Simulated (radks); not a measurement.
Lu, 71 electrons, occupied as [Xe] 4f14 6s2 7d1 (not the ground configuration).

Calculated with a radial shooting solver on a logarithmic mesh with Libxc functionals: scalar-relativistic Kohn-Sham, PBE, spin-polarised, spherical densities, finite nucleus; open shells are filled with parallel spins first (spin-orbit coupling, left out, can overturn this in heavy ions); Fermi nuclear charge, rms radius 5.37 fm.

Energy parts (eV):
part                      energy
total                 -396233.57
kinetic                432830.83
electron-nucleus      -975833.15
Hartree                154929.52
exchange-correlation    -8160.77

Orbitals (lengths in bohr, moments of r in powers of bohr):
| orbital | occ. | eigenvalue (eV) | <r^4> | <1/r> |
|---|---|---|---|---|
| 1s up | 1 | -63232.56 | 7.073e-07 | 82.19 |
| 1s down | 1 | -63232.56 | 7.073e-07 | 82.19 |
| 2s up | 1 | -10770.17 | 0.0001081 | 19.18 |
| 2s down | 1 | -10770.17 | 0.0001081 | 19.18 |
| 2p up | 3 | -9477.519 | 0.00008345 | 17.56 |
| 2p down | 3 | -9477.518 | 0.00008345 | 17.56 |
| 3s up | 1 | -2446.220 | 0.004024 | 7.091 |
| 3s down | 1 | -2446.220 | 0.004024 | 7.091 |
| 3p up | 3 | -2058.146 | 0.004285 | 6.589 |
| 3p down | 3 | -2058.146 | 0.004285 | 6.589 |
| 3d up | 5 | -1591.804 | 0.003332 | 6.237 |
| 3d down | 5 | -1591.803 | 0.003332 | 6.237 |
| 4s up | 1 | -492.6075 | 0.09684 | 3.000 |
| 4s down | 1 | -492.6072 | 0.09684 | 3.000 |
| 4p up | 3 | -365.2505 | 0.1291 | 2.734 |
| 4p down | 3 | -365.2503 | 0.1291 | 2.734 |
| 4d up | 5 | -199.0017 | 0.1981 | 2.420 |
| 4d down | 5 | -199.0014 | 0.1981 | 2.420 |
| 4f up | 7 | -16.7161 | 1.424 | 1.829 |
| 4f down | 7 | -16.7144 | 1.422 | 1.829 |
| 5s up | 1 | -68.1891 | 3.530 | 1.135 |
| 5s down | 1 | -68.1825 | 3.529 | 1.135 |
| 5p up | 3 | -38.6641 | 7.482 | 0.9425 |
| 5p down | 3 | -38.6557 | 7.481 | 0.9426 |
| 6s up | 1 | -9.3658 | 224.6 | 0.3825 |
| 6s down | 1 | -9.3279 | 220.3 | 0.3837 |
| 7d up | 1 | -0.5993 | 250500 | 0.06987 |

The highest occupied level is 7d up at -0.599 eV. Summed over all electrons, <r^2> = 490.6 bohr^2, which gives a Langevin (diamagnetic) susceptibility term of -389 x 10^-6 cm^3/mol.
